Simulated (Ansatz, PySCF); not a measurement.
CH₃O₃Re, SMILES [CH3][Re](=[O])(=[O])=[O], multiplicity 1.

The structure is a stationary point at PBE-D3(BJ)/def2-SVP. The spin state was assumed, not searched. The isomer is the one that the SMILES or the coordinates give; other isomers of the formula were not compared. The def2 effective core potentials stand for the cores of Re; spin–orbit coupling is left out.

Vertical ionisation energy (IE) and electron affinity (EA) in eV. Rows of orbital energies are one-electron estimates. Where ΔSCF, EOM or ADC give a negative EA the extra electron is unbound and the value depends on the basis.

```json
[
 {"level": "−ε(HOMO), −ε(LUMO), PBE/def2-TZVP (PySCF)", "IE": "8.00", "EA": "3.84"},
 {"level": "ΔSCF, PBE0/def2-TZVPD (Ansatz), final states of multiplicity 2 and 2", "IE": "…", "EA": "…"}
]
```

What belongs in the gaps? (An estimate is asked for; the answer gives what the named calculation found.)


- ΔSCF, PBE0/def2-TZVPD (Ansatz, an electronic-structure program), final states of multiplicity 2 and 2, IE: 11.63
- ΔSCF, PBE0/def2-TZVPD (Ansatz), final states of multiplicity 2 and 2, EA: 1.11

What vertical singlet–triplet gap does ΔSCF give with PBE0/def2-TZVPD (Ansatz)? (An estimate is asked for; the answer gives what the named calculation found.)

3.87 eV (triplet above singlet where positive).
